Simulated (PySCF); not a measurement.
Compound: 3-(aminomethyl)pyridine, C₆H₈N₂.
Numbering: `[NH2:1][CH2:2][c:3]1[cH:4][cH:5][cH:6][n:7][cH:8]1` (hydrogens: H9, H10 on N1; H11, H12 on C2; H13 on C4; H14 on C5; H15 on C6; H16 on C8)

Computed, not measured: PBE0-D3(BJ)/def2-SVP geometry optimisation, gas phase in PySCF 2.14.0.

(1) Give the optimised bond lengths and angles.

Results:

(1) 
```
          bond  length (Å)
         N1–C2       1.453
         C2–C3       1.510
         C3–C4       1.398
         C4–C5       1.391
         C5–C6       1.395
         C6–N7       1.330
         N7–C8       1.329
         C3–C8       1.401
 N1–H9, N1–H10       1.019
C2–H11, C2–H12       1.102
        C4–H13       1.095
        C5–H14       1.092
        C6–H15       1.096
        C8–H16       1.098
```

Bonds in one row agree within 0.01 Å and their mean is given. A selection of angles:
```
     angle  degrees
  C2–N1–H9    109.8
 H9–N1–H10    105.6
  N1–C2–C3    115.2
 N1–C2–H11    108.4
 C3–C2–H11    109.3
H11–C2–H12    106.1
  C2–C3–C4    122.1
  C2–C3–C8    121.1
  C4–C3–C8    116.7
  C3–C4–C5    119.5
 C3–C4–H13    120.0
 C5–C4–H13    120.5
  C4–C5–C6    118.3
 C4–C5–H14    121.2
 C6–C5–H14    120.4
  C5–C6–N7    123.2
 C5–C6–H15    120.3
 N7–C6–H15    116.6
  C6–N7–C8    117.8
 N7–C8–H16    116.3
  C3–C8–N7    124.5
 C3–C8–H16    119.3
 H10–N1–C2    109.9
```

Dihedral angles: N1–C2–C3–C4 87° (synclinal). The mirror-image conformer, all signs reversed, is as good.

The C–C distances run from 1.391 Å (C4–C5, aromatic) to 1.510 Å (C2–C3, drawn single), a spread of 0.119 Å. The 6-membered ring C3–C4–C5–C6–N7–C8 has internal angles of 116.7° to 124.5° (sum 720°, against 720° for a flat polygon); it is planar, 0.00 Å rms from its mean plane, widest ring torsion 0°. N1 (primary amine nitrogen) is pyramidal (angles 109.9°, 109.8° and 105.6°, sum 325.4°, 0.40 Å off the plane of its three neighbours). Of the pairs four or more bonds apart, H12···H16 is among the closest relative to their van der Waals radii: 2.46 Å, 103 % of the sum of Bondi's values. The 3 C–N bonds span 1.329 Å (N7–C8, aromatic) to 1.453 Å (N1–C2, drawn single), a spread of 0.124 Å.

Point group: C1 (no symmetry element, even within 0.4 Å). Not checked by PBE0-D3(BJ)/def2-SVP frequencies. The numbers are those of one conformer (H–N1–C2–C3 58° and -58°, N1–C2–C3–C4 87°).
